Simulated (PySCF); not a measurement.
Isomers of C4H13FSi2, mass 136.054 u with the commonest isotopes. Theory: PBE0/pcSseg-1 in PySCF (dipole) on a GFN2-xTB geometry, gas phase. One conformer each, none proved a minimum here; rigid rotors.

Question: Order these by out-of-plane moment Σ m c² = (Ia + Ib − Ic)/2, smallest first.
A. `[F:1][CH2:2][CH2:3][CH2:4][CH:5]([SiH3:6])[SiH3:7]` with F1–C2–C3–C4 66°, C2–C3–C4–C5 -179°, C3–C4–C5–Si6 -66°
B. `[CH3:1][CH2:2][CH2:3][SiH2:4][SiH2:5][CH2:6][F:7]` with C1–C2–C3–Si4 -62°, C2–C3–Si4–Si5 -158°, C3–Si4–Si5–C6 -171°, Si4–Si5–C6–F7 -46°
C. `[CH3:1][CH2:2][Si@@H:3]([CH2:4][F:5])[CH2:6][SiH3:7]` with C1–C2–Si3–C4 -33°, C2–Si3–C4–F5 -179°, C2–Si3–C6–Si7 -48°

Answer: B (23.40 u·Å²), A (36.58 u·Å²), C (79.00 u·Å²).

Question: Order these by radius of gyration √(Σ m r²/M), largest first.
A. `[CH3:1][CH2:2][Si@@H:3]([CH2:4][F:5])[CH2:6][SiH3:7]` with C1–C2–Si3–C4 -33°, C2–Si3–C4–F5 -179°, C2–Si3–C6–Si7 -48°
B. `[CH3:1][CH2:2][CH2:3][SiH2:4][SiH2:5][CH2:6][F:7]` with C1–C2–C3–Si4 -62°, C2–C3–Si4–Si5 -158°, C3–Si4–Si5–C6 -171°, Si4–Si5–C6–F7 -46°
C. `[F:1][CH2:2][CH2:3][CH2:4][CH:5]([SiH3:6])[SiH3:7]` with F1–C2–C3–C4 66°, C2–C3–C4–C5 -179°, C3–C4–C5–Si6 -66°

Answer: B (2.575 Å), C (2.359 Å), A (2.173 Å).

Question: Order these by rotational constant A, largest first.
A. `[F:1][CH2:2][CH2:3][CH2:4][CH:5]([SiH3:6])[SiH3:7]` with F1–C2–C3–C4 66°, C2–C3–C4–C5 -179°, C3–C4–C5–Si6 -66°
B. `[CH3:1][CH2:2][Si@@H:3]([CH2:4][F:5])[CH2:6][SiH3:7]` with C1–C2–Si3–C4 -33°, C2–Si3–C4–F5 -179°, C2–Si3–C6–Si7 -48°
C. `[CH3:1][CH2:2][CH2:3][SiH2:4][SiH2:5][CH2:6][F:7]` with C1–C2–C3–Si4 -62°, C2–C3–Si4–Si5 -158°, C3–Si4–Si5–C6 -171°, Si4–Si5–C6–F7 -46°

Answer: C (3978 MHz), A (2324 MHz), B (1540 MHz).

```json
{"SMILES": "CCC[SiH2][SiH2]CF", "point group": "C1", "Ia (u·Å²)": "127.05", "Ib (u·Å²)": "798.49", "Ic (u·Å²)": "878.74", "κ": "-0.97", "μa (D)": "0.78", "μb (D)": "1.50", "μc (D)": "0.84"}
{"SMILES": "FCCCC([SiH3])[SiH3]", "point group": "C1", "Ia (u·Å²)": "217.46", "Ib (u·Å²)": "576.17", "Ic (u·Å²)": "720.46", "κ": "-0.78", "μa (D)": "0.42", "μb (D)": "1.30", "μc (D)": "0.14"}
{"SMILES": "CC[Si@@H](CF)C[SiH3]", "point group": "C1", "Ia (u·Å²)": "328.21", "Ib (u·Å²)": "392.98", "Ic (u·Å²)": "563.21", "κ": "0.21", "μa (D)": "0.68", "μb (D)": "1.85", "μc (D)": "0.09"}
```
